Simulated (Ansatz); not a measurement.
Steps of a relaxation of `[C]#C[SiH](O)Cl` radical with UKS PBE-D4/def2-SVP.

```sh
$ ansatz run in.yaml --threads 4 --pin off --events-out ev --progress --plain --max-ram 10444MiB
```

```yaml
crystal:
  periodic: [false, false, false]
  atoms:
    - {symbol: C, position_ang: [0.573100, -2.460200, 1.846900]}
    - {symbol: C, position_ang: [0.254600, -1.107400, 1.053800]}
    - {symbol: Si, position_ang: [-0.102600, 0.471900, 0.085200]}
    - {symbol: O, position_ang: [-1.076100, 0.323500, -1.157300]}
    - {symbol: Cl, position_ang: [1.649200, 1.071000, -0.857900]}
    - {symbol: H, position_ang: [-0.506700, 1.599600, 0.974500]}
    - {symbol: H, position_ang: [-0.730400, 0.033600, -1.991000]}
basis:
  gaussian: {orbitals: def2-SVP}
magnetization: {spin_polarized: true, initial_magnetization: 1}
hamiltonian: {xc: pbe, dispersion: d4}
relax: {f_tol: 0.03, max_steps: 200}
```

Positions (Å) and forces (eV/Å) along the path, 16 of 16 steps:

```xyz
7
step=1 energy=-24525.6047 eV
C     0.573   -2.460    1.847   -1.638    6.966   -4.077
C     0.255   -1.107    1.054    1.600   -6.403    3.729
Si   -0.103    0.472    0.085    1.905    0.228    1.753
O    -1.076    0.324   -1.157   -2.711    0.003   -0.623
Cl    1.649    1.071   -0.858    0.681   -0.110    0.240
H    -0.507    1.600    0.975   -0.264   -0.235    0.092
H    -0.730    0.034   -1.991    0.428   -0.450   -1.114
7
step=2 energy=-24527.2353 eV
C     0.537   -2.298    1.752   -0.667    4.279   -2.633
C     0.281   -1.126    1.062    0.218   -3.515    2.279
Si   -0.068    0.455    0.088    1.754   -0.153    0.905
O    -1.111    0.291   -1.135   -1.382   -0.120   -0.603
Cl    1.728    1.041   -0.809    0.113   -0.073    0.222
H    -0.530    1.549    0.995   -0.134   -0.250    0.057
H    -0.775    0.020   -2.000    0.099   -0.168   -0.227
7
step=3 energy=-24527.5491 eV
C     0.533   -2.136    1.643    2.199   -7.344    4.108
C     0.224   -1.154    1.104   -2.095    8.024   -4.758
Si   -0.011    0.420    0.096   -0.021   -0.151    0.707
O    -1.125    0.271   -1.115   -0.261   -0.218   -0.417
Cl    1.767    1.036   -0.786    0.130   -0.153    0.173
H    -0.529    1.492    1.007    0.114   -0.144   -0.035
H    -0.797    0.003   -1.996   -0.066   -0.014    0.222
7
step=4 energy=-24527.8803 eV
C     0.464   -2.193    1.547   -0.155    0.778   -0.292
C     0.225   -1.053    1.086    0.261   -0.836    0.150
Si   -0.013    0.485    0.102    0.195   -0.309   -0.537
O    -1.113    0.293   -1.138    0.081   -0.225   -0.199
Cl    1.775    1.100   -0.770    0.046   -0.082    0.194
H    -0.478    1.488    1.068   -0.269    0.380    0.100
H    -0.799   -0.189   -1.940   -0.159    0.295    0.584
7
step=5 energy=-24527.9237 eV
C     0.545   -2.168    1.570   -0.063    0.140   -0.040
C     0.210   -1.087    1.055    0.107   -0.058   -0.135
Si   -0.016    0.468    0.084    0.109   -0.004    0.199
O    -1.143    0.297   -1.123   -0.043    0.083    0.058
Cl    1.825    1.037   -0.703   -0.089   -0.073    0.054
H    -0.521    1.519    1.010   -0.030    0.031   -0.023
H    -0.839   -0.134   -1.939    0.010   -0.119   -0.113
7
step=6 energy=-24527.9317 eV
C     0.553   -2.167    1.538   -0.075    0.169   -0.047
C     0.212   -1.083    1.034    0.083   -0.150   -0.014
Si   -0.019    0.483    0.094    0.052   -0.003    0.098
O    -1.140    0.309   -1.121    0.006    0.033   -0.070
Cl    1.834    1.019   -0.679   -0.027    0.007    0.017
H    -0.533    1.546    1.005   -0.002   -0.023   -0.031
H    -0.846   -0.174   -1.915   -0.038   -0.033    0.046
7
step=7 energy=-24527.9358 eV
C     0.545   -2.163    1.538   -0.029    0.010    0.021
C     0.214   -1.088    1.015    0.049   -0.001   -0.086
Si   -0.011    0.487    0.089   -0.023    0.005    0.082
O    -1.130    0.326   -1.131   -0.071    0.214    0.253
Cl    1.844    1.034   -0.668   -0.005    0.004    0.012
H    -0.533    1.540    1.006    0.008   -0.010   -0.034
H    -0.867   -0.204   -1.895    0.070   -0.222   -0.248
7
step=8 energy=-24527.9375 eV
C     0.532   -2.163    1.540    0.005   -0.103    0.074
C     0.226   -1.091    1.000    0.014    0.114   -0.133
Si   -0.004    0.491    0.087   -0.034    0.002    0.047
O    -1.121    0.334   -1.135   -0.128    0.343    0.413
Cl    1.852    1.048   -0.659   -0.012    0.002    0.017
H    -0.535    1.538    1.006    0.020   -0.016   -0.037
H    -0.889   -0.225   -1.885    0.135   -0.342   -0.381
7
step=9 energy=-24527.9471 eV
C     0.483   -2.169    1.533   -0.022    0.026   -0.008
C     0.267   -1.096    0.952    0.009    0.043   -0.077
Si    0.012    0.506    0.078   -0.042   -0.038    0.037
O    -1.105    0.367   -1.149    0.046   -0.085   -0.041
Cl    1.873    1.096   -0.631   -0.020   -0.009    0.001
H    -0.532    1.535    1.005    0.021    0.002   -0.004
H    -0.937   -0.308   -1.833    0.008    0.061    0.093
7
step=10 energy=-24527.9314 eV rejected
C     0.437   -2.167    1.525   -0.051    0.250   -0.155
C     0.302   -1.105    0.896    0.053   -0.179    0.132
Si    0.033    0.522    0.076   -0.043   -0.070   -0.059
O    -1.068    0.387   -1.162   -0.032   -0.757   -0.645
Cl    1.899    1.144   -0.601   -0.056   -0.018    0.027
H    -0.535    1.538    1.006    0.070   -0.024   -0.007
H    -1.007   -0.387   -1.786    0.059    0.798    0.707
7
step=11 energy=-24527.9496 eV
C     0.439   -2.156    1.542   -0.022    0.045   -0.035
C     0.308   -1.097    0.912    0.017   -0.132    0.066
Si    0.012    0.509    0.076   -0.050    0.023   -0.033
O    -1.104    0.365   -1.150    0.023   -0.003    0.013
Cl    1.869    1.112   -0.627    0.041    0.034   -0.041
H    -0.525    1.526    1.017   -0.019    0.022    0.001
H    -0.939   -0.327   -1.816    0.011    0.009    0.029
7
step=12 energy=-24527.9498 eV
C     0.401   -2.166    1.539   -0.021    0.187   -0.122
C     0.318   -1.104    0.901    0.059   -0.229    0.160
Si    0.022    0.511    0.082   -0.044    0.070   -0.096
O    -1.094    0.360   -1.142   -0.014   -0.023   -0.011
Cl    1.860    1.144   -0.651    0.028   -0.017    0.025
H    -0.521    1.529    1.019   -0.001    0.001    0.032
H    -0.924   -0.343   -1.795   -0.009    0.011    0.012
7
step=13 energy=-24527.9510 eV
C     0.364   -2.166    1.525    0.006   -0.091    0.040
C     0.358   -1.096    0.897   -0.005    0.076   -0.007
Si    0.023    0.516    0.080    0.010    0.005   -0.015
O    -1.093    0.355   -1.139   -0.053   -0.005   -0.039
Cl    1.861    1.151   -0.646    0.052    0.016   -0.004
H    -0.523    1.529    1.019   -0.006    0.004    0.026
H    -0.929   -0.358   -1.782   -0.004   -0.004    0.000
7
step=14 energy=-24527.9513 eV
C     0.351   -2.173    1.505    0.007   -0.028    0.013
C     0.364   -1.083    0.912    0.003    0.025   -0.028
Si    0.027    0.520    0.074    0.008   -0.015    0.075
O    -1.097    0.347   -1.136   -0.004    0.030   -0.021
Cl    1.870    1.160   -0.645   -0.013   -0.005   -0.007
H    -0.522    1.528    1.019    0.003    0.022   -0.007
H    -0.932   -0.368   -1.775   -0.003   -0.030   -0.027
7
step=15 energy=-24527.9512 eV rejected
C     0.371   -2.177    1.499   -0.004   -0.030    0.014
C     0.350   -1.086    0.909   -0.013    0.056   -0.044
Si    0.022    0.522    0.076    0.023    0.012   -0.047
O    -1.088    0.365   -1.154    0.045   -0.020    0.078
Cl    1.874    1.157   -0.631   -0.038   -0.021    0.015
H    -0.522    1.538    1.014   -0.011    0.006    0.005
H    -0.947   -0.386   -1.758   -0.002   -0.003   -0.020
7
step=16 energy=-24527.9518 eV
C     0.359   -2.174    1.503    0.002   -0.010    0.001
C     0.358   -1.086    0.905   -0.001    0.017   -0.003
Si    0.025    0.522    0.077    0.007   -0.013   -0.010
O    -1.091    0.354   -1.143    0.005    0.008    0.012
Cl    1.870    1.158   -0.639   -0.010   -0.004    0.004
H    -0.522    1.535    1.018   -0.003    0.006    0.000
H    -0.938   -0.378   -1.767    0.001   -0.004   -0.005
```

Hardware: 4 threads of an Arm Neoverse V1 on a shared host. Wall time 38 s, peak host memory 0.21 GiB.
